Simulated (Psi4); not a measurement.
C4H9O2 (SMILES C1C[OH+]CCO1), charge +1, singlet, geometry from GFN2-xTB; B3LYP/3-21G (Psi4).

Input for Psi4:
```
memory 2 GB

molecule {
1 1
  C     1.33725168    0.06656417   -0.44632930
  C     0.74388758   -1.18028188    0.20726565
  O    -0.36206640   -0.80065599    1.09365955
  C    -1.36293544   -0.01520123    0.36272443
  C    -0.69648336    1.19122689   -0.29626356
  O     0.34124733    0.76976439   -1.14428956
  H     2.09036655   -0.21854948   -1.18243169
  H     1.80952077    0.70914008    0.31370797
  H     1.47288917   -1.72433803    0.80850751
  H     0.31250458   -1.84571437   -0.54378494
  H     0.00257401   -0.23714095    1.81212863
  H    -1.78215035   -0.68736273   -0.38922402
  H    -2.13707398    0.27198446    1.07488037
  H    -0.31701144    1.88511998    0.47062106
  H    -1.41538955    1.72014615   -0.92374809
}

set basis 3-21g

energy('b3lyp')
print_variables()
```

What the program printed (banner, timings and long lists left out):

```
   => Loading Basis Set <=

    Name: 3-21G
    Role: ORBITAL
    Keyword: BASIS

         ---------------------------------------------------------
                                   SCF
               by Justin Turney, Rob Parrish, Andy Simmonett
                          and Daniel G. A. Smith
                              RKS Reference
         ---------------------------------------------------------

  ==> Geometry <==

    Molecular point group: c1
    Full point group: C1

    Geometry (in Angstrom), charge = 1, multiplicity = 1:

       Center              X                  Y                   Z               Mass
    ------------   -----------------  -----------------  -----------------  -----------------
         C            1.337654109437     0.065150739754    -0.430282567720    12.000000000000
         C            0.744290009437    -1.181695310246     0.223312382280    12.000000000000
         O           -0.361663970563    -0.802069420246     1.109706282280    15.994914619570
         C           -1.362533010563    -0.016614660246     0.378771162280    12.000000000000
         C           -0.696080930563     1.189813459754    -0.280216827720    12.000000000000
         O            0.341649759437     0.768350959754    -1.128242827720    15.994914619570
         H            2.090768979437    -0.219962910246    -1.166384957720     1.007825032230
         H            1.809923199437     0.707726649754     0.329754702280     1.007825032230
         H            1.473291599437    -1.725751460246     0.824554242280     1.007825032230
         H            0.312907009437    -1.847127800246    -0.527738207720     1.007825032230
         H            0.002976439437    -0.238554380246     1.828175362280     1.007825032230
         H           -1.781747920563    -0.688776160246    -0.373177287720     1.007825032230
         H           -2.136671550563     0.270571029754     1.090927102280     1.007825032230
         H           -0.316609010563     1.883706549754     0.486667792280     1.007825032230
         H           -1.414987120563     1.718732719754    -0.907701357720     1.007825032230

  Running in c1 symmetry.

  Rotational constants: A =      0.16361  B =      0.15125  C =      0.08939 [cm^-1]
  Rotational constants: A =   4904.79322  B =   4534.37921  C =   2679.91561 [MHz]
  Nuclear repulsion =  275.591096704756126

  Charge       = 1
  Multiplicity = 1
  Electrons    = 48
  Nalpha       = 24
  Nbeta        = 24

  ==> Algorithm <==

  SCF Algorithm Type is DF.
  DIIS enabled.
  MOM disabled.
  Fractional occupation disabled.
  Guess Type is SAD.
  Energy threshold   = 1.00e-06
  Density threshold  = 1.00e-06
  Integral threshold = 1.00e-12

  ==> Primary Basis <==

  Basis Set: 3-21G
    Blend: 3-21G
    Number of shells: 48
    Number of basis functions: 72
    Number of Cartesian functions: 72
    Spherical Harmonics?: false
    Max angular momentum: 1

  ==> DFT Potential <==

   => LibXC <=

    Version 7.1.2
    S. Lehtola, C. Steigemann, M. J. T. Oliveira, and M. A. L. Marques,  SoftwareX 7, 1–5 (2018) (10.1016/j.softx.2017.11.002)

   => Composite Functional: B3LYP <=

    B3LYP Hyb-GGA Exchange-Correlation Functional

    P. J. Stephens, F. J. Devlin, C. F. Chabalowski, and M. J. Frisch,  J. Phys. Chem. 98, 11623 (1994) (10.1021/j100096a001)

    Deriv               =              1
    GGA                 =           TRUE
    Meta                =          FALSE

    Exchange Hybrid     =           TRUE
    MP2 Hybrid          =          FALSE

   => Exchange Functionals <=

    0.0800   Slater exchange
    0.7200         Becke 88

   => Exact (HF) Exchange <=

    0.2000               HF

   => Correlation Functionals <=

    0.1900   Vosko, Wilk & Nusair (VWN5_RPA)
    0.8100   Lee, Yang & Parr

   => LibXC Density Thresholds  <==

    XC_HYB_GGA_XC_B3LYP:  1.00E-15

   => Molecular Quadrature <=

    Radial Scheme          =       TREUTLER
    Pruning Scheme         =           NONE
    Nuclear Scheme         =       TREUTLER

    Blocking Scheme        =         OCTREE
    BS radius alpha        =              1
    Pruning alpha          =              1
    Radial Points          =             75
    Spherical Points       =            302
    Total Points           =         313609
    Total Blocks           =           2365
    Max Points             =            256
    Max Functions          =             69
    Weights Tolerance      =       1.00E-15

   => Loading Basis Set <=

    Name: (3-21G AUX)
    Role: JKFIT
    Keyword: DF_BASIS_SCF

  ==> Integral Setup <==

  SCF_SUBTYPE=INCORE selected. In-core MEM_DF algorithm will be used.
  Using in-core AOs.

  ==> MemDFJK: Density-Fitted J/K Matrices <==

    J tasked:                   Yes
    K tasked:                   Yes
    wK tasked:                   No
    Algorithm:                 Core
    Schwarz Cutoff:           1E-12
    Mask sparsity (%):       1.1188
    Fitting Condition:        1E-10

   => Auxiliary Basis Set <=

  Basis Set: (3-21G AUX)
    Blend: DEF2-UNIVERSAL-JKFIT
    Number of shells: 204
    Number of basis functions: 722
    Number of Cartesian functions: 722
    Spherical Harmonics?: false
    Max angular momentum: 4

  Minimum eigenvalue in the overlap matrix is 1.1660562391E-02.
  Reciprocal condition number of the overlap matrix is 2.4754266766E-03.
    Using symmetric orthogonalization.

  ==> Pre-Iterations <==

  SCF Guess: Superposition of Atomic Densities via on-the-fly atomic UHF (no occupation information).

   -------------------------
    Irrep   Nso     Nmo
   -------------------------
     A         72      72
   -------------------------
    Total      72      72
   -------------------------

  ==> Iterations <==

                           Total Energy        Delta E     RMS |[F,P]|

   @DF-RKS iter SAD:  -306.12918419960704   -3.06129e+02   0.00000e+00
   @DF-RKS iter   1:  -306.15498667399555   -2.58025e-02   7.17084e-03 ADIIS/DIIS
   @DF-RKS iter   2:  -306.14738993917956    7.59673e-03   7.57862e-03 ADIIS/DIIS
   @DF-RKS iter   3:  -306.28146457353415   -1.34075e-01   1.65506e-03 ADIIS/DIIS
   @DF-RKS iter   4:  -306.28607925776851   -4.61468e-03   4.69058e-04 ADIIS/DIIS
   @DF-RKS iter   5:  -306.28656433853939   -4.85081e-04   6.17625e-05 DIIS
   @DF-RKS iter   6:  -306.28657024949956   -5.91096e-06   3.82058e-05 DIIS
   @DF-RKS iter   7:  -306.28657294512334   -2.69562e-06   4.08230e-06 DIIS
   @DF-RKS iter   8:  -306.28657298564872   -4.05254e-08   1.21196e-06 DIIS
   @DF-RKS iter   9:  -306.28657298950674   -3.85802e-09   3.39487e-07 DIIS
  Energy and wave function converged.

  ==> Post-Iterations <==

   Electrons on quadrature grid:
      Ntotal   =   48.0000859014 ; deviation = 8.590e-05

    Orbital Energies [Eh]
    ---------------------

    Doubly Occupied:

       1A    -19.410665     2A    -19.230623     3A    -10.406613
       4A    -10.405929     5A    -10.369377     6A    -10.368692
       7A     -1.395008     8A     -1.247423     9A     -1.015308
      10A     -0.954703    11A     -0.895647    12A     -0.862434
      13A     -0.765027    14A     -0.732542    15A     -0.726226
      16A     -0.692464    17A     -0.681120    18A     -0.631465
      19A     -0.624805    20A     -0.596685    21A     -0.589346
      22A     -0.572030    23A     -0.484715    24A     -0.439922

    Virtual:

      25A     -0.181342    26A     -0.111365    27A     -0.068452
      28A     -0.066356    29A     -0.054746    30A     -0.031981
      31A     -0.022953    32A     -0.011388    33A      0.000687
      34A      0.013928    35A      0.018832    36A      0.034949
      37A      0.045202    38A      0.068931    39A      0.105892
      40A      0.463827    41A      0.469778    42A      0.495016
      43A      0.499581    44A      0.519716    45A      0.539691
      46A      0.560727    47A      0.561932    48A      0.605482
      49A      0.664469    50A      0.716237    51A      0.722972
      52A      0.765586    53A      0.786211    54A      0.824615
      55A      0.831399    56A      0.878059    57A      0.885136
      58A      0.890375    59A      0.949814    60A      1.069097
      61A      1.311408    62A      1.341200    63A      1.435132
      64A      1.501828    65A      1.600487    66A      1.613084
      67A      1.672453    68A      1.752202    69A      1.880789
      70A      2.325205    71A      2.828960    72A      2.959868

    Final Occupation by Irrep:
              A
    DOCC [    24 ]
    NA   [    24 ]
    NB   [    24 ]

  @DF-RKS Final Energy:  -306.28657298950674

   => Energetics <=

    Nuclear Repulsion Energy =            275.5910967047561257
    One-Electron Energy =                -951.2242030976732394
    Two-Electron Energy =                 403.2235849173117685
    DFT Exchange-Correlation Energy =     -33.8770515139013213
    Empirical Dispersion Energy =           0.0000000000000000
    VV10 Nonlocal Energy =                  0.0000000000000000
    Total Energy =                       -306.2865729895067375

Computation Completed

Properties will be evaluated at   0.000000,   0.000000,   0.000000 [a0]

Properties computed using the SCF density matrix

 Multipole Moments:

 ------------------------------------------------------------------------------------
     Multipole            Electronic (a.u.)      Nuclear  (a.u.)        Total (a.u.)
 ------------------------------------------------------------------------------------

 L = 1.  Multiply by 2.5417464519 to convert [e a0] to [Debye]
 Dipole X            :         -0.1967714            0.0372635           -0.1595079
 Dipole Y            :         -0.3494950           -0.1308788           -0.4803738
 Dipole Z            :         -0.0474247            1.4858726            1.4384479
 Magnitude           :                                                    1.5249046

 ------------------------------------------------------------------------------------

  Variable Map:
  ----------------------------------------------------------------------------
  "CURRENT ENERGY"              =>    -306.286572989507
  "CURRENT REFERENCE ENERGY"    =>    -306.286572989507
  "DD SOLVATION ENERGY"         =>       0.000000000000
  "DFT FUNCTIONAL TOTAL ENERGY" =>    -306.286572989507
  "DFT TOTAL ENERGY"            =>    -306.286572989507
  "DFT VV10 ENERGY"             =>       0.000000000000
  "DFT XC ENERGY"               =>     -33.877051513901
  "GRID ELECTRONS ALPHA"        =>      24.000042950679
  "GRID ELECTRONS BETA"         =>      24.000042950679
  "GRID ELECTRONS TOTAL"        =>      48.000085901357
  "NUCLEAR REPULSION ENERGY"    =>     275.591096704756
  "ONE-ELECTRON ENERGY"         =>    -951.224203097673
  "PCM POLARIZATION ENERGY"     =>       0.000000000000
  "PE ENERGY"                   =>       0.000000000000
  "SCF ITERATION ENERGY"        =>    -306.286572989507
  "SCF ITERATIONS"              =>       9.000000000000
  "SCF TOTAL ENERGY"            =>    -306.286572989507
  "TWO-ELECTRON ENERGY"         =>     403.223584917312
  "XC GRID RADIAL POINTS"       =>      75.000000000000
  "XC GRID SPHERICAL POINTS"    =>     302.000000000000
  "XC GRID TOTAL POINTS"        =>  313609.000000000000

  Array Variable Map:
  ----------------------------------------------------------------------------
  "CURRENT DIPOLE"              =>      -0.159507856924 ... 1.438447894733 1 by 3
  "SCF DIPOLE"                  =>      -0.159507856924 ... 1.438447894733 1 by 3
  "SCF TOTAL ENERGIES"          =>    -306.129184199607 ... -306.286572989507 1 by 10
```
